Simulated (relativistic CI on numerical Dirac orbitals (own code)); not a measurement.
## Sensitivity of the levels of Ta XXVII to α and to the nuclear radius

Method of calculation: Dirac-Coulomb-Breit CI, KLI orbitals optimised for each configuration, derivatives by finite differences, unscaled Slater integrals, QED left out (own radial code, finite nucleus).

CI space (outside the closed core [Ar] 3d10): 4s2.4p6.4d10.4f, 4s2.4p6.4d10.5s, 4s2.4p6.4d9.4f2, 4s2.4p6.4d10.5p, 4s2.4p5.4d10.4f2, 4s2.4p6.4d10.5d, 4s2.4p6.4d9.4f.5s, 4s.4p6.4d10.4f2. Levels of other configurations are missing.

With x = (α/α₀)² − 1 an excitation energy changes as ω = ω₀ + qx; K = 2q/ω₀ is the relative enhancement. Terms are leading LS components, so labels can repeat. The field-shift factor is F = δν/δ⟨r²⟩ for the transition from the lowest level.

Lowest level 4s2.4p6.4d10.4f 2F°_5/2.

```csv
Level,ω₀ (cm⁻¹),q (cm⁻¹),F (GHz/fm²)
4s2.4p6.4d10.4f 2F°_7/2,26387,24710,1.01
4s2.4p6.4d10.5s 2S_1/2,1020042,-406300,589
4s2.4p6.4d10.5p 2P°_1/2,1355916,-361300,59.9
4s2.4p6.4d9.4f2 4F_3/2,1495881,6784,18.7
4s2.4p6.4d9.4f2 4F_5/2,1500602,5888,18.8
4s2.4p6.4d9.4f2 4F_7/2,1514140,14250,19.2
4s2.4p6.4d9.4f2 2G_7/2,1532747,12280,19.3
4s2.4p6.4d9.4f2 4F_9/2,1533221,29170,19.8
4s2.4p6.4d9.4f2 4K_13/2,1539798,-406.2,19
4s2.4p6.4d9.4f2 4D_5/2,1542677,8378,19.3
4s2.4p6.4d9.4f2 2G_9/2,1545185,8432,19.1
4s2.4p6.4d9.4f2 2F_5/2,1547418,23700,19.7
4s2.4p6.4d9.4f2 4K_15/2,1550726,21660,19.8
```

At this charge energies of transitions that change n are usually good to better than 1 %, and those within a shell (Δn = 0) to a few per cent.

Which transition from the lowest level has the largest |K|?

4s2.4p6.4d10.4f 2F°_7/2 at 26387 cm⁻¹, K = 1.87.
